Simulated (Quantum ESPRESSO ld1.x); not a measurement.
Neutral tellurium, configuration [Kr] 4d9.5 5s2 5p4.5 (fractional occupations, a model configuration). All-electron calculation, non-relativistic Kohn-Sham, LDA (Slater exchange, Perdew-Zunger correlation), spin-unpolarised, spherical densities, point nucleus; relativity is left out, which matters for an element this heavy. Program: ld1.x of Quantum ESPRESSO 7.5.

Unscreened Slater integrals over Kohn-Sham orbitals (cm^-1).

integral,value
"F0(5p,5p)",76386
"F2(5p,5p)",40241
"F0(5p,5s)",83496
"G1(5p,5s)",54781
"F0(5p,4d)",97586
"F2(5p,4d)",24606
"G1(5p,4d)",7297.9
"G3(5p,4d)",6756.6
"F0(5p,4p)",98805
"F2(5p,4p)",21147
"G0(5p,4p)",3928.7
"G2(5p,4p)",5016.8
"F0(5p,4s)",99172
"G1(5p,4s)",5024.6
"F0(5s,5s)",93320
"F0(5s,4d)",115680
"G2(5s,4d)",12426
"F0(5s,4p)",117620
"G1(5s,4p)",7583.7
"F0(5s,4s)",118190
"G0(5s,4s)",5348.6
"F0(4d,4d)",207630
"F2(4d,4d)",104900
"F4(4d,4d)",69509
"F0(4d,4p)",221060
"F2(4d,4p)",112490
"G1(4d,4p)",143310
"G3(4d,4p)",88790
"F0(4d,4s)",225420
"G2(4d,4s)",109840
"F0(4p,4p)",237410
"F2(4p,4p)",124600
"F0(4p,4s)",242770
"G1(4p,4s)",165840
"F0(4s,4s)",248550

Derived for the open shells (J is the average intra-shell exchange parameter used in DFT+U). 4d: Racah B = F2/49 - 5 F4/441 = 1353 cm^-1, C = 35 F4/441 = 5517 cm^-1, C/B = 4.08, F4/F2 = 0.663, J = (F2 + F4)/14 = 12460 cm^-1. 5p: J = F2/5 = 8048 cm^-1.
